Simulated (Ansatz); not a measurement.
Born–Oppenheimer molecular dynamics of C₄H₁₀AlB (16 atoms, charge 0, multiplicity 1). It starts from a relaxed structure.

All numbers below come from UKS B3LYP-D4/STO-3G in Ansatz 0.2.0.

| Property | Result |
| --- | --- |
| ensemble | NVE (velocity Verlet) |
| time step | 1 fs |
| steps asked | 84 |
| starting velocities drawn for | 1500 K |
| seed | 915434 |

Frames 5 fs apart, positions in Å, forces in eV/Å.

Velocities at 10.0 fs (Å/ps):

```
B 0.03 -2.02 1.63
C -2.27 7.57 1.40
Al -2.90 -0.72 -1.79
C -5.11 3.40 -12.36
C 2.64 8.63 2.23
C 11.11 -8.56 -2.22
H 5.11 -36.85 54.97
H 39.73 18.44 28.50
H -26.42 -3.09 -7.37
H 12.80 -17.46 7.78
H -18.04 8.13 27.02
H 4.46 -46.52 -7.16
H -5.09 -87.08 3.12
H -1.68 46.17 53.81
H 5.30 54.04 -47.48
H -14.88 -26.26 47.86
```

```xyz
16
Properties=species:S:1:pos:R:3:forces:R:3 time_fs=10.0 energy_less_start_eV=0.658 T=1146
B 1.714 -1.624 -1.148 -1.03 0.13 -1.77
C 1.048 -0.432 -0.513 -0.34 0.65 0.43
Al 2.010 0.525 0.825 0.46 0.40 1.49
C -0.261 -0.190 -0.791 0.60 1.89 -1.02
C -1.061 0.987 -0.130 0.97 -2.45 2.59
C -2.096 0.239 0.874 -0.79 3.30 -0.93
H 2.602 -2.091 -0.617 1.12 -0.87 0.40
H 1.352 -2.003 -2.231 0.36 -0.04 0.83
H 1.839 -0.103 2.228 0.20 0.45 -0.75
H 2.951 1.766 0.696 -0.82 -0.99 -0.23
H -0.727 -0.721 -1.623 -0.77 -0.43 -0.01
H -0.306 1.481 0.542 -0.54 0.23 -0.53
H -1.559 1.750 -0.752 -0.05 -0.40 -0.30
H -2.874 -0.185 0.229 -0.32 -0.29 0.22
H -1.677 -0.524 1.518 0.69 -0.42 0.15
H -2.554 1.057 1.517 0.27 -1.16 -0.57
16
Properties=species:S:1:pos:R:3:forces:R:3 time_fs=15.0 energy_less_start_eV=1.205 T=866
B 1.725 -1.633 -1.124 1.30 -0.32 2.12
C 1.030 -0.393 -0.510 -0.49 -0.99 -1.77
Al 1.997 0.522 0.822 -0.62 -0.64 0.53
C -0.275 -0.153 -0.850 0.15 0.05 0.06
C -1.042 0.979 -0.094 -2.18 -2.20 -1.93
C -2.053 0.254 0.857 -0.32 -2.11 1.70
H 2.569 -2.259 -0.421 -1.40 1.02 -1.33
H 1.530 -1.984 -2.206 -0.13 -0.32 -0.60
H 1.729 -0.078 2.140 0.05 -0.12 0.74
H 2.954 1.610 0.702 0.65 0.82 -0.41
H -0.919 -0.771 -1.558 0.92 0.57 0.75
H -0.257 1.414 0.529 -0.25 1.68 -0.12
H -1.687 1.507 -0.899 1.65 0.49 1.71
H -3.022 -0.099 0.378 1.82 -0.60 -0.29
H -1.454 -0.558 1.466 -1.68 1.14 -1.73
H -2.526 0.824 1.650 0.53 1.53 0.57
16
Properties=species:S:1:pos:R:3:forces:R:3 time_fs=20.0 energy_less_start_eV=0.905 T=1018
B 1.751 -1.641 -1.074 -2.35 1.34 -3.14
C 1.006 -0.372 -0.539 0.83 -1.54 -1.67
Al 1.980 0.515 0.825 -0.05 0.20 0.55
C -0.280 -0.108 -0.902 1.13 -0.04 2.27
C -1.046 0.927 -0.078 0.91 2.45 -0.91
C -2.022 0.260 0.867 -0.26 -0.37 2.98
H 2.343 -2.303 -0.411 1.48 -1.24 1.66
H 1.676 -2.020 -2.254 0.09 0.71 1.62
H 1.639 -0.059 2.173 0.22 0.20 0.07
H 3.048 1.570 0.621 -0.29 -0.24 -0.07
H -0.974 -0.761 -1.424 0.05 -0.52 -0.91
H -0.310 1.644 0.459 -1.27 -1.13 -0.74
H -1.597 1.481 -0.831 -0.53 1.21 -0.20
H -2.910 -0.163 0.408 -0.37 0.02 -0.60
H -1.436 -0.567 1.248 -0.05 -1.01 0.67
H -2.349 0.817 1.807 0.47 -0.04 -1.57
16
Properties=species:S:1:pos:R:3:forces:R:3 time_fs=25.0 energy_less_start_eV=1.611 T=650
B 1.743 -1.635 -1.054 0.25 -0.97 2.99
C 0.997 -0.379 -0.598 1.78 -0.61 0.16
Al 1.962 0.509 0.832 0.10 0.07 0.10
C -0.271 -0.068 -0.917 -0.78 -1.78 0.33
C -1.047 0.912 -0.087 -2.29 4.37 -2.75
C -1.992 0.251 0.921 1.39 -5.56 -3.08
H 2.283 -2.433 -0.225 -0.92 1.72 -1.27
H 1.848 -1.954 -2.120 0.24 -0.41 -2.06
H 1.597 0.001 2.230 0.26 0.38 -0.54
H 3.096 1.505 0.523 -0.68 -0.50 0.24
H -0.964 -0.809 -1.429 0.87 0.94 -0.04
H -0.512 1.749 0.324 2.12 -0.19 1.66
H -1.600 1.674 -0.771 -0.36 -2.10 0.35
H -2.848 -0.207 0.317 0.13 1.62 1.44
H -1.441 -0.769 1.135 -0.97 2.36 0.86
H -2.124 0.875 1.763 -1.13 0.67 1.60
16
Properties=species:S:1:pos:R:3:forces:R:3 time_fs=30.0 energy_less_start_eV=0.891 T=1034
B 1.738 -1.643 -1.006 0.07 0.57 -4.80
C 1.018 -0.397 -0.654 -0.28 1.08 1.61
Al 1.943 0.503 0.839 -1.01 -0.91 -1.42
C -0.264 -0.053 -0.919 1.08 -0.19 0.31
C -1.074 0.972 -0.131 1.47 0.57 1.90
C -1.944 0.184 0.944 -0.48 3.98 0.36
H 2.101 -2.305 -0.198 0.91 -1.66 1.79
H 2.035 -1.919 -2.210 -0.44 0.36 2.27
H 1.604 0.132 2.211 -0.25 -0.17 0.87
H 3.038 1.366 0.464 1.00 0.96 -0.14
H -0.854 -0.740 -1.509 -0.85 -0.28 -0.71
H -0.380 1.709 0.444 -0.90 -1.20 -1.09
H -1.746 1.577 -0.740 -0.29 0.27 -0.42
H -2.886 -0.002 0.433 -0.68 -0.39 0.35
H -1.503 -0.728 1.269 0.77 -1.22 0.52
H -2.088 0.926 1.827 -0.12 -1.76 -1.40
16
Properties=species:S:1:pos:R:3:forces:R:3 time_fs=35.0 energy_less_start_eV=2.069 T=408
B 1.738 -1.653 -1.018 0.10 -0.50 4.13
C 1.036 -0.396 -0.681 -1.20 1.08 1.70
Al 1.919 0.490 0.836 0.85 0.28 -0.35
C -0.247 -0.050 -0.921 -1.07 -0.31 -1.97
C -1.084 1.038 -0.151 -1.92 -5.11 -0.49
C -1.903 0.160 0.956 -1.34 -0.76 0.04
H 2.015 -2.351 -0.005 -0.37 0.69 -1.91
H 2.181 -1.851 -1.996 1.23 -1.01 -2.76
H 1.574 0.246 2.311 0.02 0.07 -0.76
H 3.117 1.373 0.402 -0.80 -0.44 0.49
H -0.849 -0.649 -1.685 0.48 0.73 1.08
H -0.331 1.514 0.429 0.56 2.59 0.51
H -1.947 1.484 -0.775 2.26 0.47 0.98
H -3.003 0.148 0.667 1.38 -1.64 -0.63
H -1.479 -0.805 1.492 -0.81 1.77 -2.38
H -2.093 0.769 1.787 0.63 2.09 2.31
16
Properties=species:S:1:pos:R:3:forces:R:3 time_fs=40.0 energy_less_start_eV=1.178 T=882
B 1.751 -1.672 -0.991 1.72 1.03 -3.27
C 1.031 -0.376 -0.675 -0.67 -0.63 0.73
Al 1.899 0.480 0.829 0.20 0.40 -0.06
C -0.242 -0.043 -0.950 -0.08 1.87 0.39
C -1.100 1.017 -0.157 2.78 -1.90 2.73
C -1.889 0.163 0.982 -0.71 4.68 2.08
H 1.891 -2.348 -0.092 0.16 -1.35 1.02
H 2.434 -1.924 -2.046 -1.55 0.44 2.03
H 1.536 0.363 2.286 -0.16 -0.20 -0.22
H 3.071 1.322 0.432 0.09 0.10 0.08
H -0.824 -0.494 -1.727 -0.66 -1.06 -0.87
H -0.332 1.724 0.390 -1.79 -1.00 -1.06
H -1.830 1.569 -0.727 -0.42 0.65 -0.74
H -2.931 -0.030 0.749 -0.56 -0.04 -0.75
H -1.493 -0.749 1.336 1.51 -1.74 -0.05
H -1.950 0.831 1.953 0.14 -1.26 -2.05
16
Properties=species:S:1:pos:R:3:forces:R:3 time_fs=45.0 energy_less_start_eV=1.905 T=499
B 1.793 -1.675 -1.001 -2.41 0.40 3.58
C 1.014 -0.367 -0.654 0.09 -1.94 -0.45
Al 1.882 0.472 0.821 -0.07 0.47 -0.14
C -0.245 -0.010 -0.983 -0.64 -0.20 -0.79
C -1.087 0.959 -0.128 -2.38 2.42 -1.97
C -1.887 0.218 1.034 1.78 -5.58 -5.06
H 1.769 -2.531 -0.106 -0.05 1.06 -1.03
H 2.458 -1.940 -1.827 1.79 -0.27 -2.58
H 1.456 0.436 2.225 -0.39 -0.29 0.64
H 3.049 1.297 0.481 0.64 0.36 -0.19
H -0.854 -0.484 -1.831 0.93 0.33 1.21
H -0.574 1.829 0.231 2.34 0.07 1.88
H -1.703 1.710 -0.768 -0.51 -2.54 0.18
H -2.882 -0.221 0.694 0.63 1.75 0.85
H -1.288 -0.823 1.062 -1.17 2.73 0.99
H -1.775 0.766 1.905 -0.58 1.23 2.86
16
Properties=species:S:1:pos:R:3:forces:R:3 time_fs=50.0 energy_less_start_eV=1.434 T=744
B 1.805 -1.671 -0.975 0.63 -0.07 -2.06
C 0.996 -0.394 -0.642 -0.38 -1.21 -0.91
Al 1.865 0.470 0.813 0.76 1.46 1.26
C -0.251 0.025 -1.019 2.39 -0.50 2.49
C -1.098 0.946 -0.120 0.97 3.19 -0.31
C -1.850 0.219 1.030 1.10 2.64 1.72
H 1.649 -2.575 -0.241 0.04 -0.04 0.28
H 2.655 -1.931 -1.885 -1.51 1.03 1.63
H 1.308 0.445 2.254 0.33 -0.15 -0.90
H 3.131 1.326 0.499 -0.93 -0.73 0.21
H -0.778 -0.478 -1.797 -0.90 -0.60 -1.10
H -0.475 1.798 0.350 -0.54 -1.37 -0.79
H -1.747 1.446 -0.823 -1.16 0.76 -0.20
H -2.835 -0.098 0.757 -1.22 -0.12 -0.02
H -1.203 -0.591 1.033 1.04 -3.27 1.35
H -1.762 0.752 2.081 -0.62 -1.02 -2.63
16
Properties=species:S:1:pos:R:3:forces:R:3 time_fs=55.0 energy_less_start_eV=1.672 T=618
B 1.818 -1.661 -0.975 -2.27 0.05 0.71
C 0.974 -0.444 -0.645 0.57 -0.09 -0.15
Al 1.853 0.478 0.814 -0.75 -0.44 -0.12
C -0.225 0.043 -1.022 -0.88 -2.05 -0.25
C -1.104 0.987 -0.130 -1.48 -2.21 -2.29
C -1.788 0.224 1.031 0.03 -4.57 -0.46
H 1.530 -2.624 -0.339 0.45 0.17 -0.09
H 2.651 -1.740 -1.735 1.30 0.13 -0.81
H 1.210 0.417 2.139 -0.13 0.00 0.57
H 3.068 1.234 0.551 0.91 0.54 -0.19
H -0.792 -0.511 -1.852 0.61 1.05 1.08
H -0.394 1.602 0.378 0.22 2.59 -0.15
H -1.967 1.255 -0.847 1.76 1.55 1.46
H -2.894 0.049 0.850 1.41 -0.91 -0.53
H -1.116 -0.741 1.277 -2.46 1.93 -0.88
H -1.864 0.676 1.970 0.70 2.26 2.11
16
Properties=species:S:1:pos:R:3:forces:R:3 time_fs=60.0 energy_less_start_eV=1.129 T=911
B 1.796 -1.651 -0.976 1.66 -0.53 -1.00
C 0.959 -0.496 -0.652 0.03 1.27 0.66
Al 1.837 0.485 0.815 -0.08 -0.35 -0.25
C -0.207 0.031 -1.018 -1.02 0.65 1.29
C -1.114 0.999 -0.164 3.77 -0.90 2.10
C -1.732 0.183 1.046 -1.99 5.17 2.17
H 1.508 -2.674 -0.425 0.56 0.28 -0.45
H 2.826 -1.489 -1.647 -1.31 -0.61 1.05
H 1.100 0.388 2.113 0.19 0.16 0.15
H 3.139 1.218 0.575 -0.33 -0.11 0.06
H -0.761 -0.407 -1.808 -0.85 -0.73 -1.58
H -0.402 1.798 0.278 -1.49 -0.74 -0.74
H -1.948 1.434 -0.677 -0.56 0.81 -1.01
H -2.769 -0.002 0.829 -1.10 -0.34 -0.52
H -1.364 -0.726 1.388 2.02 -2.34 0.33
H -1.817 0.896 2.001 0.52 -1.70 -2.27
16
Properties=species:S:1:pos:R:3:forces:R:3 time_fs=65.0 energy_less_start_eV=1.952 T=464
B 1.795 -1.646 -0.987 1.78 -0.06 -0.43
C 0.946 -0.525 -0.646 -0.75 1.53 0.79
Al 1.819 0.488 0.814 -0.16 -0.43 0.25
C -0.218 0.021 -1.005 -2.13 -0.24 -2.17
C -1.078 0.996 -0.176 -1.19 0.94 0.15
C -1.709 0.189 1.087 -0.96 -3.19 -3.19
H 1.598 -2.720 -0.590 -0.09 -0.46 -0.01
H 2.852 -1.370 -1.448 -0.12 -0.50 -0.05
H 1.033 0.397 2.126 0.58 0.26 -0.50
H 3.163 1.196 0.603 -0.74 -0.28 0.07
H -0.793 -0.358 -1.929 0.99 0.39 1.24
H -0.602 1.937 0.095 2.26 -0.27 1.64
H -1.901 1.688 -0.625 0.20 -3.00 -0.64
H -2.741 -0.105 0.724 0.60 1.01 0.93
H -1.352 -0.885 1.460 0.50 3.13 -1.06
H -1.672 0.955 1.789 -0.77 1.18 2.97
```

Of the whole run (84 fs, mean temperature of the second half 732 K): The conserved energy wandered by up to 7.4 meV per atom (net 5.4 meV per atom), which is poor conservation. The temperature averaged 0.49 of the 1500 K drawn at the start: a run that starts near a minimum puts about half its kinetic energy into the potential. A run of 0.084 ps of so small a system gives no equilibrium averages. Limits of this set-up: minimal basis.

Time of the run: 7.1 min on 1 thread of Arm Neoverse V2, on a shared host, peak memory 0.16 GiB.
